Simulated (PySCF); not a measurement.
C3H2F3, charge +1, multiplicity 1. Atoms are numbered in the order given.

```xyz
8

C     -1.1152    -1.4887     0.0000
C      0.0183    -0.7463     0.0000
F      1.2225    -1.2449     0.0000
C     -0.0369     0.6773     0.0000
F     -1.1185     1.3135     0.0000
F      1.0017     1.3699     0.0000
H     -2.1029    -1.0186     0.0000
H     -1.0450    -2.5824     0.0000
```
Charge +1, spin multiplicity 1.

The structure is a stationary point at PBE0-D3(BJ)/def2-SVP. The spin state was assumed, not searched. The isomer is the one that the SMILES or the coordinates give; other isomers of the formula were not compared. Other conformers were not sampled.

These are PBE/pcSseg-1 run with PySCF values and carry that method's errors.

GIAO shieldings, no solvent; atoms listed in one row are averaged. δ = σ(ref) − σ: ¹³C against TMS (σ = 182.0 ppm); ¹⁹F against CFCl3 (σ = 133.6 ppm); ¹H against TMS (σ = 31.49 ppm), references at their B3LYP-D3(BJ)/def2-TZVP geometries, non-relativistic.

```json
[
 {"nucleus": "¹³C", "atoms": "C4", "count": "1", "δ (ppm)": "182.1"},
 {"nucleus": "¹³C", "atoms": "C1", "count": "1", "δ (ppm)": "178.8"},
 {"nucleus": "¹³C", "atoms": "C2", "count": "1", "δ (ppm)": "153.7"},
 {"nucleus": "¹⁹F", "atoms": "F6", "count": "1", "δ (ppm)": "30.6"},
 {"nucleus": "¹⁹F", "atoms": "F5", "count": "1", "δ (ppm)": "20.1"},
 {"nucleus": "¹⁹F", "atoms": "F3", "count": "1", "δ (ppm)": "-133.1"},
 {"nucleus": "¹H", "atoms": "H7", "count": "1", "δ (ppm)": "9.22"},
 {"nucleus": "¹H", "atoms": "H8", "count": "1", "δ (ppm)": "9.06"}
]
```
